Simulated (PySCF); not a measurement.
# Correlation energy of Mn (manganese, neutral)

[Ar] 3d5 4s2, high-spin 6S determinant. Calculation: PySCF 2.14, in x2c-TZVPPall with one added diffuse shell each of s, p, d, f type (7s6p5d3f1g, 80 functions); scalar relativity by spin-free X2C-1e. Frozen: [Ne]; 15 electrons correlated.

| level | correlation energy (mhartree) |
| --- | --- |
| CCSD | -455.15 |
| (T) | -12.62 |
| CCSD(T) | -467.77 |

Diagnostics: T1 = 0.020, D1 = 0.0856, largest double amplitude 0.067.

Cost of the coupled-cluster step: roughly 30 core-seconds, for 15 correlated electrons.

Iterations:

```
CC2 = 0
CCSD nocc = (np.int64(10), np.int64(5)), nmo = (75, 75)
frozen orbitals [[0, 1, 2, 3, 4], [0, 1, 2, 3, 4]]
max_cycle = 100
direct = 0
conv_tol = 1e-08
conv_tol_normt = 1e-06
diis_space = 8
diis_start_cycle = 0
Init t2, MP2 energy = -0.448826691830376
Init E_corr(UCCSD) = -0.448826691909279
cycle = 1  E_corr(UCCSD) = -0.443936107141693  dE = 0.00489058477  norm(t1,t2) = 0.0848194
cycle = 2  E_corr(UCCSD) = -0.453106295116068  dE = -0.00917018797  norm(t1,t2) = 0.0299021
cycle = 3  E_corr(UCCSD) = -0.453820037268034  dE = -0.000713742152  norm(t1,t2) = 0.0161083
cycle = 4  E_corr(UCCSD) = -0.4551891680794  dE = -0.00136913081  norm(t1,t2) = 0.00589781
cycle = 5  E_corr(UCCSD) = -0.455171563236043  dE = 1.76048434e-05  norm(t1,t2) = 0.00135874
cycle = 6  E_corr(UCCSD) = -0.455121793215028  dE = 4.9770021e-05  norm(t1,t2) = 0.000775161
cycle = 7  E_corr(UCCSD) = -0.455148648192812  dE = -2.68549778e-05  norm(t1,t2) = 0.000408997
cycle = 8  E_corr(UCCSD) = -0.455157168497589  dE = -8.52030478e-06  norm(t1,t2) = 0.000179665
cycle = 9  E_corr(UCCSD) = -0.455151313145694  dE = 5.85535189e-06  norm(t1,t2) = 6.97494e-05
cycle = 10  E_corr(UCCSD) = -0.455151553869052  dE = -2.40723358e-07  norm(t1,t2) = 2.85391e-05
cycle = 11  E_corr(UCCSD) = -0.45515245487054  dE = -9.01001489e-07  norm(t1,t2) = 1.47668e-05
cycle = 12  E_corr(UCCSD) = -0.455152154445095  dE = 3.00425445e-07  norm(t1,t2) = 5.84189e-06
cycle = 13  E_corr(UCCSD) = -0.455152158262825  dE = -3.81772919e-09  norm(t1,t2) = 1.52229e-06
cycle = 14  E_corr(UCCSD) = -0.455152127022295  dE = 3.12405301e-08  norm(t1,t2) = 6.23586e-07
cycle = 15  E_corr(UCCSD) = -0.455152139758624  dE = -1.27363297e-08  norm(t1,t2) = 1.93251e-07
cycle = 16  E_corr(UCCSD) = -0.455152142464  dE = -2.70537531e-09  norm(t1,t2) = 7.79704e-08
UCCSD converged
E(UCCSD) = -1157.829653332072  E_corr = -0.4551521424639996
UCCSD(T) correction = -0.0126203257102135
```

This basis was not built for core-valence correlation, so the inner-shell part is incomplete.
